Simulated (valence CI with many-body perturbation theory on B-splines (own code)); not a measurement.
Level structure of Dy53+

Calculated by relativistic CI+MBPT: three valence electrons over a frozen Dirac-Fock core [Ne], a basis of 11 s, 11 p, 9 d, 7 f, 5 g, 2 h, 1 i functions for each j, with the one-electron correlation potential Σ1, the two-electron term Σ2, the three-electron term Σ3, Breit, model QED; selected CI, second order for the rest (own B-spline code, finite nucleus).

No measured spectrum was set against this ion. As an estimate, large intervals hold to a few tenths of a per cent, small ones and those within an open d or f shell to about a per cent.

Levels 1 to 45 of 68, with energies above the lowest level, (3s^2 3p1/2) J=1/2. "Leading %" is the weight of the configuration and term that name the level; weights of strongly mixed levels are sums over their largest components and can fall short. In the jj column 3d3/2^4 stands for four electrons in 3d with j = 3/2. Lifetimes count E1, E2, E3, M1 and M2 decay at the calculated energies, and are blank where another channel may lead or the interval is too uncertain; long ones can be off by a factor of two.

```
No.  Configuration  Term    J  E (× 10³ cm⁻¹)  Leading %  Second component  Lifetime                Leading jj
  1          3s²3p   ²P°  1/2            0.00         99                                     3s^2 3p1/2 (99 %)
  2          3s3p²    ⁴P  1/2          1123.6         56     29 % 3s3p² ²S   38.6 ps         3s 3p1/2^2 (98 %)
  3          3s²3p   ²P°  3/2          1705.3         99                     14.5 ns         3s^2 3p3/2 (99 %)
  4          3s3p²    ⁴P  3/2          2625.7         90      7 % 3s3p² ²D    191 ps     3s 3p1/2 3p3/2 (99 %)
  5          3s3p²    ²D  5/2          2749.1         58     40 % 3s3p² ⁴P    103 ps     3s 3p1/2 3p3/2 (97 %)
  6          3s3p²    ²D  3/2          2903.3         54     27 % 3s3p² ²P   2.85 ps     3s 3p1/2 3p3/2 (83 %)
  7          3s3p²    ²P  1/2          2973.0         70     28 % 3s3p² ⁴P    866 fs     3s 3p1/2 3p3/2 (97 %)
  8          3s²3d    ²D  3/2          3329.4         82      9 % 3s3p² ²D    668 fs         3s^2 3d3/2 (82 %)
  9          3s²3d    ²D  5/2          3657.5         95      4 % 3s3p² ⁴P   6.16 ps         3s^2 3d5/2 (95 %)
 10            3p³   ²P°  3/2          4018.6         33      21 % 3p³ ²D°   4.12 ps      3p1/2^2 3p3/2 (71 %)
 11         3s3p3d   ⁴F°  3/2          4128.6         69   13 % 3s3p3d ²D°   7.87 ps     3s 3p1/2 3d3/2 (82 %)
 12         3s3p3d   ⁴F°  5/2          4218.6         46   27 % 3s3p3d ²F°   51.1 ps     3s 3p1/2 3d3/2 (97 %)
 13         3s3p3d   ⁴D°  1/2          4400.9         61   32 % 3s3p3d ²P°    967 fs     3s 3p1/2 3d3/2 (98 %)
 14          3s3p²    ⁴P  5/2          4428.7         56     41 % 3s3p² ²D   3.07 ps         3s 3p3/2^2 (96 %)
 15         3s3p3d   ⁴D°  3/2          4434.2         37   21 % 3s3p3d ⁴P°    769 fs     3s 3p1/2 3d3/2 (85 %)
 16         3s3p3d   ⁴P°  5/2          4611.7         38   30 % 3s3p3d ⁴D°   5.72 ps     3s 3p1/2 3d5/2 (99 %)
 17          3s3p²    ²S  1/2          4681.3         68     16 % 3s3p² ⁴P   1.22 ps         3s 3p3/2^2 (98 %)
 18         3s3p3d   ⁴F°  7/2          4700.4         47   30 % 3s3p3d ²F°   8.22 ps     3s 3p1/2 3d5/2 (97 %)
 19          3s3p²    ²P  3/2          4728.9         63     29 % 3s3p² ²D    604 fs         3s 3p3/2^2 (98 %)
 20         3s3p3d   ²F°  5/2          4776.0         51   19 % 3s3p3d ²D°   6.37 ps     3s 3p1/2 3d5/2 (96 %)
 21         3s3p3d   ²D°  3/2          4814.0         38   34 % 3s3p3d ²P°   2.34 ps     3s 3p1/2 3d5/2 (84 %)
 22          3p²3d    ²D  3/2          5494.2         39     36 % 3p²3d ⁴F   8.11 ps      3p1/2^2 3d3/2 (99 %)
 23            3p³   ²D°  5/2          5680.9         71   12 % 3s3p3d ²D°   1.66 ps      3p1/2 3p3/2^2 (71 %)
 24            3p³   ⁴S°  3/2          5712.8         47      44 % 3p³ ²D°    736 fs      3p1/2 3p3/2^2 (91 %)
 25            3p³   ²P°  1/2          5822.9         83   14 % 3s3p3d ²P°   1.01 ps      3p1/2 3p3/2^2 (83 %)
 26         3s3p3d   ⁴D°  3/2          5932.3         42   37 % 3s3p3d ⁴P°   1.10 ps     3s 3p3/2 3d3/2 (98 %)
 27         3s3p3d   ⁴P°  1/2          5943.2         83   14 % 3s3p3d ⁴D°   1.34 ps     3s 3p3/2 3d3/2 (97 %)
 28         3s3p3d   ⁴D°  5/2          5949.5         45   21 % 3s3p3d ⁴F°    841 fs     3s 3p3/2 3d3/2 (82 %)
 29         3s3p3d   ⁴F°  7/2          5975.7         41   30 % 3s3p3d ²F°   1.41 ps     3s 3p3/2 3d3/2 (89 %)
 30          3p²3d    ²D  5/2          5976.3         31     22 % 3p²3d ⁴D   4.71 ps      3p1/2^2 3d5/2 (97 %)
 31         3s3p3d   ²D°  3/2          6157.9         63   23 % 3s3p3d ⁴P°    625 fs     3s 3p3/2 3d3/2 (80 %)
 32         3s3p3d   ⁴F°  9/2          6177.2        100                     24.6 ns    3s 3p3/2 3d5/2 (100 %)
 33         3s3p3d   ²F°  5/2          6268.6         68    8 % 3s3p3d ⁴F°    517 fs     3s 3p3/2 3d3/2 (90 %)
 34         3s3p3d   ²P°  1/2          6300.4         68   20 % 3s3p3d ⁴D°    456 fs     3s 3p3/2 3d3/2 (85 %)
 35         3s3p3d   ²D°  5/2          6340.8         49   36 % 3s3p3d ⁴P°   2.16 ps     3s 3p3/2 3d5/2 (94 %)
 36         3s3p3d   ²F°  7/2          6411.1         67   28 % 3s3p3d ⁴D°   2.96 ps     3s 3p3/2 3d5/2 (90 %)
 37         3s3p3d   ²P°  3/2          6426.1         44   36 % 3s3p3d ²D°   1.79 ps     3s 3p3/2 3d5/2 (78 %)
 38         3s3p3d   ²F°  7/2          6538.2         72   20 % 3s3p3d ⁴D°   1.04 ps     3s 3p3/2 3d5/2 (98 %)
 39         3s3p3d   ²P°  1/2          6611.1         84       7 % 3p³ ²P°   1.99 ps     3s 3p3/2 3d5/2 (89 %)
 40         3s3p3d   ²P°  3/2          6680.5         78    7 % 3s3p3d ²D°    790 fs     3s 3p3/2 3d5/2 (98 %)
 41         3s3p3d   ²D°  5/2          6698.7         64   26 % 3s3p3d ²F°    760 fs     3s 3p3/2 3d5/2 (92 %)
 42          3p²3d    ²F  5/2          7019.2         51     35 % 3p²3d ⁴F   2.24 ps  3p1/2 3p3/2 3d3/2 (91 %)
 43          3p²3d    ⁴F  3/2          7073.9         40     24 % 3p²3d ⁴D   1.26 ps  3p1/2 3p3/2 3d3/2 (98 %)
 44          3p²3d    ⁴D  1/2          7093.2         81     16 % 3p²3d ²P   1.17 ps  3p1/2 3p3/2 3d3/2 (99 %)
 45          3p²3d    ²G  7/2          7117.4         47     27 % 3p²3d ²F   1.66 ps  3p1/2 3p3/2 3d3/2 (93 %)
```

The ionisation energy to 3s² ¹S0 of the next ion comes out as 5067 eV (NIST: 5066 ± 5 eV (theoretical)). All 68 levels together are meant to be complete up to 8199.9 × 10³ cm⁻¹.
